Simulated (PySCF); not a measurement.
System: sum formula BSiH$_{2}$F$_{2}$ (charge -1, singlet). It need not be the lowest isomer of its formula. Whether it binds its extra electron was not tested at this geometry. SMILES: FB(F)[SiH2-]
Geometry from a B3LYP-D3(BJ)/def2-TZVP (Ansatz) optimisation:
```
B
F 1 1.3641
F 1 1.3641 2 109.72
Si 1 2.0011 2 124.70 3 -169.68
H 4 1.5228 1 99.09 2 -146.40
H 4 1.5228 5 99.23 1 -100.84
```
Charge -1, spin multiplicity 1.

Dispersion corrections to the total energy (kcal/mol) from the dftd3 and dftd4 libraries through PySCF: D3(BJ) without and D4 with the three-body term, each with the damping fitted for the functional named.

```json
[
 {"functional": "B2PLYP", "D3(BJ)": "-1.92", "D4": "[?]"},
 {"functional": "TPSSh", "D3(BJ)": "-2.53", "D4": "-3.49"},
 {"functional": "TPSS", "D3(BJ)": "-2.75", "D4": "-3.88"},
 {"functional": "LC-wPBE", "D3(BJ)": "[?]", "D4": "-3.21"},
 {"functional": "revPBE", "D3(BJ)": "-5.39", "D4": "-8.95"},
 {"functional": "B2GP-PLYP", "D3(BJ)": "[?]", "D4": "-1.19"},
 {"functional": "BP86", "D3(BJ)": "-3.67", "D4": "-3.82"}
]
```

**Question.** Some entries are withheld; supply them.

**Answer.** 
- B2PLYP, D4: -1.98
- LC-wPBE, D3(BJ): -2.11
- B2GP-PLYP, D3(BJ): -1.80
